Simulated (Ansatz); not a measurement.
Species: Au$_{2}$, net charge 0, singlet state. 
Geometry from a B3LYP-D3(BJ)/def2-TZVP (Ansatz, a first-principles code) optimisation:
```
Au
Au 1 2.5537
```

Basis-set convergence of Hartree-Fock and CCSD(T) correlation energies (hartree) with Ansatz. Correlated levels leave the core frozen unless marked. No spin-orbit coupling. The frozen core is the preceding noble-gas configuration, with the filled d and f shells of earlier blocks. Past Kr the def2 sets carry scalar-relativistic core potentials.

| basis | functions | E(HF) | E(corr, CCSD(T)) | rough core time |
|---|---|---|---|---|
| def2-SVPD | 70 | -269.59641 | -0.53883 | under 20 s |
| def2-TZVPPD | 118 | -269.60813 | -0.75925 | under 20 s |
| def2-QZVPPD | 176 | -269.60877 | -0.80325 | 40 s |

Extrapolating the two largest sets (X = 3 and 4) as X^-3: E(corr) = (64·(-0.80325) - 27·(-0.75925))/37 = -0.8354 Eh, an estimate of the basis-set limit. The largest set recovers 96.2 % of it, the smallest 64.5 %.
